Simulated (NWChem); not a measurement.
Species: Si2H6Te; SMILES [SiH3][Te][SiH3]

def2 effective core potentials on Te; no spin-orbit coupling.

Give the equilibrium geometry at PBE0/def2-SVP with def2 effective core potentials on Te (NWChem) as a Z-matrix, with the point group.

point group C2v; any orientation.
```
Te
Si 1 2.5066
H 2 1.4920 1 106.33
H 2 1.4936 3 109.86 1 120.09
H 2 1.4936 3 109.86 4 119.83
Si 1 2.5066 2 92.32 3 -179.95
H 6 1.4920 1 106.33 2 179.95
H 6 1.4936 7 109.86 1 -120.09
H 6 1.4936 7 109.86 8 -119.83
```
